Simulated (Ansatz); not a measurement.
Reaction (stannylene formation by 1,1-elimination): `[CH3][SnH]([OH])[SH]` → H₂O + `[CH3][Sn][SH]`

Isolated molecules relaxed with PBE0-D4/def2-TZVP in Ansatz; ΔE leaves out vibrations. CBS: MP2 limit from def2 TZ/QZ plus the TZ coupled-cluster correction, frozen cores. This one scheme is used for every species. DFT in def2-TZVPP. HSE06 is defined as in plane-wave codes. def2 core potentials past Kr. For Sn outer-core shells are correlated without core-valence functions, which leaves a few kJ/mol of doubt a bond. Each species was taken in one conformer, which may not be the lowest.

(1) Is it downhill or uphill in electronic energy at CCSD(T)/CBS, and by how much? (Best estimate.)

(2) What do these levels give: PBE-D4, BLYP-D4, HSE06-D4, LC-ωPBE, HF/def2-SVP, CCSD(T)/def2-TZVPP? (Estimate.)

Largest T1 diagnostic among the species: 0.015.

## Answers

(1) Computed: Uphill: ΔE = +0.51 eV.

(2) The calculation gave: PBE-D4 0.34, BLYP-D4 0.17, HSE06-D4 0.44, LC-ωPBE 0.71, HF/def2-SVP 0.33, CCSD(T)/def2-TZVPP 0.52 eV.

The D4 term adds +0.07 eV with B3LYP and +0.04 eV with PBE0; it sums over pairs of atoms, weighted by their polarisabilities, and B3LYP, whose exchange is more repulsive, gets the larger term. From BLYP to BHLYP (50 % exact exchange), in def2-TZVPP and without D4, ΔE moves by +0.30 eV. Leaving LDA and LC-ωPBE aside and taking each functional with its dispersion term where it has one, the values, not all of them listed here, spread over 0.47 eV, from BLYP-D4 to ωB97X-V. LDA lies +0.29 eV from PBE without D4.

B3LYP here is the variant with VWN-RPA as its local correlation; programs differ in this.
